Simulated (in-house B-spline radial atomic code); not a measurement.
A fraction x of an electron is removed from 4d in the ruthenium ion Ru⁵⁺, starting from [Kr] 4d3 and keeping the highest spin. Level of theory: scalar-relativistic (X2C) LDA VWN5, spin-polarised, spherical fractional occupations, Fermi nucleus of rms radius 4.4809 fm; calculated with a B-spline radial code for spherical atoms.

| x | E(x) - E(0) (eV) | 4d up level (eV) |
| --- | --- | --- |
| 0 | 0.0000 | -68.849 |
| 0.08 | 5.5590 | -70.127 |
| 0.19 | 13.3701 | -71.893 |
| 0.36 | 25.8254 | -74.644 |
| 0.4 | 28.8241 | -75.295 |
| 0.5 | 36.4352 | -76.928 |
| 0.55 | 40.3021 | -77.748 |
| 0.69 | 51.3480 | -80.054 |
| 0.78 | 58.6200 | -81.546 |
| 0.98 | 75.2624 | -84.884 |
| 1 | 76.9634 | -85.219 |

The exact functional would give a straight line between the two integer points. Deviations E(x) - E(0) - x[E(1) - E(0)], in eV: -0.598 at x = 0.08, -1.253 at x = 0.19, -1.881 at x = 0.36, -1.961 at x = 0.4, -2.046 at x = 0.5, -2.028 at x = 0.55, -1.757 at x = 0.69, -1.411 at x = 0.78, -0.162 at x = 0.98.

The curve lies below the straight line by up to 2.046 eV (at x = 0.5): convex, the delocalisation error that favours fractional charges.

Q: How well does Slater's transition state (minus the level at half occupation) give the ionisation energy?

A: It gives 76.928 eV against 76.963 eV from the two total energies; NIST lists 76.00 eV, ground level to ground level.
